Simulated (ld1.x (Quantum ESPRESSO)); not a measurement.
**Ni (Z = 28) PAW: all-electron and pseudo phase curves**

ld1.x (Quantum ESPRESSO) 7.5 input, shortened:

```
&input
   title='Ni', zed=28., rel=1, dft='PBE', iswitch=3,
   config='[Ar] 3d9 4s1 4p0'
 /
 &inputp
   pseudotype=3, lpaw=.true., tm=.true., lloc=-1, rcloc=1.25,
   nlcc=.false.,
   which_augfun='BESSEL', rmatch_augfun=1.05
 /
6
4S  1  0   1.00   0.00  2.25  2.80  0.0
4S  1  0   0.00   0.09  2.25  2.80  0.0
4P  2  1   0.00   0.00  3.05  3.95  0.0
4P  2  1   0.00   0.75  3.05  3.95  0.0
3D  3  2   9.00   0.00  1.35  1.45  0.0
3D  3  2   0.00   0.55  1.35  1.45  0.0
 &test
   configts(1)='3d9 4s1 4p0'
 /
```

The phase is arctan(r·u′/u) with u = r·R(r), unwrapped; energies in Ry, scanned from -2 to 5 Ry. A pole is an energy at which the radial function vanishes at the test radius. The pseudo phase is shifted by a multiple of π to meet the all-electron one at the reference energy, and phase errors are pseudo minus all-electron; the curves can meet again beyond the range given. Levels narrower than the energy grid can be missing from the lists of poles.

Problem. For each channel, where are the poles, and over which energies does the pseudopotential scatter like the atom?

Solution.

```json
{"channel": "s", "radius (bohr)": "4.31", "reference energy (Ry)": "-0.33", "poles, all-electron": "-0.13, 2.18", "poles, pseudo": "-0.13, 2.18", "unbroken range about the reference energy with phases within 0.05 rad": "below 3.5", "phase error 1 Ry above the reference energy (rad)": "-0.000"}
{"channel": "p", "radius (bohr)": "4.31", "reference energy (Ry)": "-0.06", "poles, all-electron": "0.39, 2.79", "poles, pseudo": "0.39, 2.72", "unbroken range about the reference energy with phases within 0.05 rad": "below 3.5", "phase error 1 Ry above the reference energy (rad)": "-0.000"}
{"channel": "d", "radius (bohr)": "4.31", "reference energy (Ry)": "-0.34", "poles, all-electron": "-0.33, 1.32, 3.94", "poles, pseudo": "-0.33, 1.32, 3.94", "unbroken range about the reference energy with phases within 0.05 rad": "the whole range", "phase error 1 Ry above the reference energy (rad)": "-0.000"}
```

Note: ghost state, extra bound levels that the all-electron valence spectrum of the same l lacks: s at -278.4 eV. A true bound ghost makes a file unfit for plane-wave use.

Phases in the p channel:

```json
{"E (Ry)": "-2.00", "all-electron": "1.401", "pseudo": "1.401"}
{"E (Ry)": "-1.76", "all-electron": "1.389", "pseudo": "1.389"}
{"E (Ry)": "-1.52", "all-electron": "1.373", "pseudo": "1.373"}
{"E (Ry)": "-1.28", "all-electron": "1.353", "pseudo": "1.353"}
{"E (Ry)": "-1.04", "all-electron": "1.325", "pseudo": "1.325"}
{"E (Ry)": "-0.80", "all-electron": "1.282", "pseudo": "1.282"}
{"E (Ry)": "-0.56", "all-electron": "1.204", "pseudo": "1.204"}
{"E (Ry)": "-0.32", "all-electron": "1.009", "pseudo": "1.009"}
{"E (Ry)": "-0.08", "all-electron": "-0.029", "pseudo": "-0.029"}
{"E (Ry)": "0.16", "all-electron": "-1.326", "pseudo": "-1.326"}
{"E (Ry)": "0.40", "all-electron": "-1.575", "pseudo": "-1.575"}
{"E (Ry)": "0.64", "all-electron": "-1.697", "pseudo": "-1.697"}
{"E (Ry)": "0.88", "all-electron": "-1.819", "pseudo": "-1.819"}
{"E (Ry)": "1.12", "all-electron": "-2.042", "pseudo": "-2.042"}
{"E (Ry)": "1.36", "all-electron": "-2.843", "pseudo": "-2.849"}
{"E (Ry)": "1.60", "all-electron": "-4.109", "pseudo": "-4.116"}
{"E (Ry)": "1.84", "all-electron": "-4.445", "pseudo": "-4.450"}
{"E (Ry)": "2.08", "all-electron": "-4.568", "pseudo": "-4.573"}
{"E (Ry)": "2.32", "all-electron": "-4.634", "pseudo": "-4.640"}
{"E (Ry)": "2.56", "all-electron": "-4.679", "pseudo": "-4.687"}
{"E (Ry)": "2.80", "all-electron": "-4.714", "pseudo": "-4.725"}
{"E (Ry)": "3.04", "all-electron": "-4.745", "pseudo": "-4.763"}
{"E (Ry)": "3.28", "all-electron": "-4.777", "pseudo": "-4.807"}
{"E (Ry)": "3.52", "all-electron": "-4.814", "pseudo": "-4.873"}
{"E (Ry)": "3.76", "all-electron": "-4.863", "pseudo": "-5.013"}
{"E (Ry)": "4.00", "all-electron": "-4.944", "pseudo": "-5.656"}
{"E (Ry)": "4.24", "all-electron": "-5.129", "pseudo": "-7.331"}
{"E (Ry)": "4.48", "all-electron": "-5.881", "pseudo": "-7.635"}
{"E (Ry)": "4.72", "all-electron": "-7.244", "pseudo": "-7.729"}
{"E (Ry)": "4.96", "all-electron": "-7.572", "pseudo": "-7.777"}
```
